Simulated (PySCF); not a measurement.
Zr(Cl)2(SH)2 (Cl2H2S2Zr), SMILES [SH][Zr]([SH])([Cl])[Cl], multiplicity 1. Atoms are numbered in the order given.

```xyz
7

Zr     0.0573    -0.0097     0.0189
Cl     1.3926     0.9627    -1.6339
Cl     1.1367    -0.1615     2.0813
S     -0.7462    -2.1723    -0.6770
H     -0.7708    -1.7380    -1.9628
S     -1.9586     1.3029     0.2429
H     -1.2418     2.4145     0.5476
```
Charge 0, spin multiplicity 1.

Coordinates come from a PBE0-D3(BJ)/def2-SVP optimisation. The spin state was assumed, not searched. The structure was generated by enumeration; whether it is a known compound was not checked. The def2 effective core potentials stand for the cores of Zr; spin–orbit coupling is left out. The values are those of a single conformer.

Computed with PBE/def2-TZVP (PySCF).

ESP charges are fitted to the potential on shells at 1.4 to 2.0 van der Waals radii. Atomic charges (e):

```tsv
atom	ESP fit	Mulliken	Löwdin
Zr1	0.52	1.05	-0.65
Cl2	-0.20	-0.32	0.12
Cl3	-0.15	-0.32	0.13
S4	-0.21	-0.39	0.12
H5	0.17	0.19	0.09
S6	-0.32	-0.39	0.10
H7	0.19	0.18	0.08
```
